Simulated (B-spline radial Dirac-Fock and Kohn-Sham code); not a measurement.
# Kohn-Sham estimates against Dirac-Fock for the levels of Lu⁶⁵⁺

System: the Lu⁶⁵⁺ ion in the configuration [He] 2s2 2p2.

The density-functional columns are spherical, spin-unpolarised Dirac-Kohn-Sham results without Breit or QED terms: −ε is minus the orbital energy of the initial state and ΔSCF the difference of two total energies. The reference in the last column comes from relaxed Dirac-Fock hole states (ΔSCF) with Breit and QED corrections and a finite nucleus. All numbers are from a radial finite-basis atomic code, in eV; a selection of levels is shown. The Kohn-Sham columns are given as differences from the reference. For the 1s level of heavy atoms much of the gap between ΔSCF and the reference is the Breit and QED part, -272.6 eV here; for other levels the error of the functional can be larger.

```tsv
level	LDA −ε − DF	LDA ΔSCF − DF	Dirac-Fock
K	-308.3	+286.0	70486.1
L1	-111.8	+34.8	17003.3
L2,3	-153.7	+13.7	15961.4
```

Values without a named source are computed, but for edge energies of neutral atoms, which are taken from tables.
